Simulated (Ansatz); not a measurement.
One change: `C=[CH][SnH3]` becomes `C=CF`.

Ansatz, PBE0-D4/def2-TZVP geometries, multiplicity 1. 

Elements past krypton have def2 core potentials.

```
                                                                                  property  `C=[CH][SnH3]`
                                                        LUMO energy (PBE0/def2-TZVPP) / eV           -0.32
                                            zero-point energy (PBE0-D4/def2-TZVP) / kJ/mol           162.3
                                                       LUMO energy (B3LYP/def2-TZVPP) / eV           -0.55
ideal-gas entropy at 298 K and 1 bar (rigid rotor, harmonic PBE0-D4/def2-TZVP) / J/(mol·K)             314
                                                     HOMO–LUMO gap (B3LYP/def2-TZVPP) / eV            7.15
                                                        HOMO energy (PBE0/def2-TZVPP) / eV           -7.93
```

(1) What does the change do to each property? (An estimate is asked.)

Answers

(1) Computed: 
```
                                                                                  property  `C=CF`  shift
                                                        LUMO energy (PBE0/def2-TZVPP) / eV    0.26   0.58
                                            zero-point energy (PBE0-D4/def2-TZVP) / kJ/mol   116.0  -46.3
                                                       LUMO energy (B3LYP/def2-TZVPP) / eV   -0.03   0.52
ideal-gas entropy at 298 K and 1 bar (rigid rotor, harmonic PBE0-D4/def2-TZVP) / J/(mol·K)     252    -62
                                                     HOMO–LUMO gap (B3LYP/def2-TZVPP) / eV    7.50   0.35
                                                        HOMO energy (PBE0/def2-TZVPP) / eV   -7.75   0.18
```

With PBE0 the HOMO rises by 0.18 eV and the LUMO rises by 0.58 eV, so the gap widens by about 0.40 eV. PBE moves the HOMO by 0.33 eV and ωB97M-V by 0.10 eV. The zero-point energy changes by -46.3 kJ/mol with -9 modes.

B3LYP here is the variant with VWN-RPA as its local correlation; programs differ in this.
